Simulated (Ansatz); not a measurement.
Reaction (ligand exchange at the Si–S bond): `O[SiH2]S[SiH](Cl)Cl` + `FBS` → `O[SiH2]SBF` + `S[SiH](Cl)Cl`

Gas-phase electronic energies from Ansatz, PBE0-D4/def2-TZVP geometries. CBS: MP2 limit from def2 TZ/QZ plus the TZ coupled-cluster correction, frozen cores. This one scheme is used for every species. DFT in def2-TZVPP. B3LYP here is the variant with VWN-RPA as its local correlation; programs differ in this. Each species was taken in one conformer, which may not be the lowest.

`O[SiH2]S[SiH](Cl)Cl`:

```xyz
10

O    -1.337   -1.688   -0.885
Si   -1.201   -0.813    0.487
S     0.831   -0.666    1.192
Si    1.336    1.054    0.092
Cl    0.938    0.800   -1.913
Cl    3.329    1.392    0.325
H    -0.855   -1.371   -1.652
H    -1.695    0.578    0.314
H    -1.943   -1.544    1.531
H     0.597    2.258    0.508
```

`FBS`:

Z-matrix (Å, degrees):
```
B
F 1 1.322
S 1 1.794 2 117.9
H 1 1.194 2 119.5 3 -180.0
H 3 1.342 1 94.9 2 180.0
```

`O[SiH2]SBF`:

Cartesian coordinates in Å:
```
O -0.433 -1.842 0.360
Si -0.942 -0.511 -0.450
S 0.684 0.721 -1.127
B 1.172 1.382 0.477
F 2.217 2.187 0.530
H 0.172 -2.439 -0.083
H -1.791 0.230 0.502
H -1.666 -0.857 -1.697
H 0.587 1.130 1.489
```

`S[SiH](Cl)Cl`:

```xyz
6

S     0.597   -1.186   -1.100
Si   -0.326    0.267    0.126
Cl   -2.329   -0.058   -0.042
Cl    0.248    0.095    2.078
H     1.836   -0.769   -0.777
H    -0.026    1.651   -0.285
```

**Question.** Is it downhill or uphill in electronic energy at CCSD(T)/CBS, and by how much? (An estimate is asked.)

**Answer.** The calculation gave: Uphill: ΔE = +16.0 kJ/mol.

**Question.** What do these levels give: r2SCAN-D4, ωB97M-V, B2PLYP, B3LYP, HF/CBS(def2), CCSD/CBS(def2)? (Best estimate.)

**Answer.** The calculation gave: r2SCAN-D4 16.6, ωB97M-V 16.4, B2PLYP 12.3, B3LYP 9.6, HF/CBS(def2) 6.6, CCSD/CBS(def2) 14.3 kJ/mol.

Largest T1 diagnostic among the species: 0.014.

The D4 term adds +7.7 kJ/mol with B3LYP and +4.4 kJ/mol with PBE0; it sums over pairs of atoms, weighted by their polarisabilities, and B3LYP, whose exchange is more repulsive, gets the larger term. In def2-TZVPP, CCSD(T) changes the Hartree–Fock value by +8.4 kJ/mol (the triples alone add +1.7 kJ/mol) and MP2 by +9.7 kJ/mol.
